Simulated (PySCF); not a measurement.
**Worked example for temed: deprotonation at atom C4**

Structure: `CN(C)CCN(C)C` (C6H16N2). Coordinates in Å; atoms count from 1 in this order:
```
C     1.4001    1.2517   -0.8179
N     1.7042   -0.0754   -0.3332
C     3.0365   -0.1472    0.2120
C     0.7130   -0.6081    0.5764
C    -0.5844   -1.0688   -0.0758
N    -1.4532   -0.0319   -0.5958
C    -2.4563   -0.5668   -1.4807
C    -2.0281    0.8035    0.4278
H     1.4407    2.0174   -0.0075
H     0.3943    1.2681   -1.2570
H     2.1295    1.5434   -1.5893
H     3.2878   -1.1845    0.4819
H     3.1721    0.4857    1.1204
H     3.7678    0.1906   -0.5384
H     0.5037    0.0975    1.4152
H     1.1464   -1.5034    1.0501
H    -1.1310   -1.6992    0.6674
H    -0.3106   -1.7302   -0.9129
H    -3.0482    0.2504   -1.9209
H    -3.1641   -1.2596   -0.9685
H    -1.9798   -1.1198   -2.3043
H    -1.2442    1.2946    1.0216
H    -2.6813    0.2351    1.1304
H    -2.6371    1.5957   -0.0335
```

Energies: M06-2X/ma-def2-SVP (PySCF, density fitting, integration grid level 3) on PBE0-D3(BJ)/ma-def2-SVP structures. Thermal corrections: GFN2-xTB frequencies, unscaled, ideal gas at 298.15 K and 1 bar, quasi-RRHO entropy. These were taken at the GFN2-xTB minima.

Step: `CN(C)CCN(C)C` → `CN(C)[CH-]CN(C)C` + H⁺.

| species | charge | multiplicity | E / Eh |
| --- | --- | --- | --- |
| `CN(C)CCN(C)C` | 0 | 1 | -347.310355 |
| `CN(C)[CH-]CN(C)C` | -1 | 1 | -346.654710 |

Thermal terms, products less reactant: Δ(H − E) = -44.89 kJ/mol, Δ(G − E) = -77.21 kJ/mol (the bare proton has no electronic energy, H = 5/2 RT). 1 Eh = 2625.50 kJ/mol.

**Question.** What are ΔE, ΔH and ΔG of this step?

**Answer.** ΔE = 0.655645 Eh = 1721.40 kJ/mol; ΔH = 1676.5 kJ/mol; ΔG = 1644.2 kJ/mol, all in the gas phase at 298.15 K and 1 bar. The digits show the arithmetic; the method itself can be off by 10 kJ/mol or more.

Known limits: ma-def2-SVP is a small basis, whose errors can reach tens of kJ/mol; C1 is not listed: the run failed or kept an imaginary mode, or the ion rearranged or equalled another.
